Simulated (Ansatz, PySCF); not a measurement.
SiHI₃, SMILES I[SiH](I)I. Atoms are numbered in the order given.

```xyz
5

Si     0.0000     0.0000     0.6933
I     -2.0036    -1.1568    -0.0726
I      0.0000     2.3135    -0.0726
I      2.0036    -1.1568    -0.0726
H      0.0000     0.0000     2.1775
```

The structure is a stationary point at PBE0-D3(BJ)/def2-SVP. The def2 effective core potentials stand for the cores of I; spin–orbit coupling is left out.

Two levels are set side by side: PBE-D3(BJ)/def2-SVP (Ansatz, a quantum-chemistry and plane-wave program) and PBE0-D3(BJ)/def2-SVP (Ansatz). Each level has its own optimised geometry; the coordinates shown are those of the second. Frequencies come from the Hessian of PySCF at each geometry. Differences are taken from unrounded values.

```csv
quantity,PBE0-D3(BJ)
mean bond length (Å),2.199
bond Si1–I2 (Å),2.437
bond Si1–I3 (Å),2.437
bond Si1–I4 (Å),2.437
bond Si1–H5 (Å),1.484
highest harmonic wavenumber (cm⁻¹),2271
mean harmonic wavenumber (cm⁻¹),567
zero-point energy (kcal/mol),7.29
```

Question: What does PBE-D3(BJ) give, and how far is it from PBE0-D3(BJ)? (Estimate from the structure and the level; the computed values follow.)

Answer: 
| quantity | PBE-D3(BJ) | PBE-D3(BJ) minus PBE0-D3(BJ) |
|---|---|---|
| mean bond length (Å) | 2.218 | 0.019 |
| bond Si1–I2 (Å) | 2.459 | 0.022 |
| bond Si1–I3 (Å) | 2.459 | 0.022 |
| bond Si1–I4 (Å) | 2.459 | 0.022 |
| bond Si1–H5 (Å) | 1.497 | 0.012 |
| highest harmonic wavenumber (cm⁻¹) | 2188 | -83 |
| mean harmonic wavenumber (cm⁻¹) | 543 | -23 |
| zero-point energy (kcal/mol) | 6.99 | -0.30 |

Exact exchange shortens and stiffens bonds; PBE has none. Differences between two approximate levels are no errors against the true value.
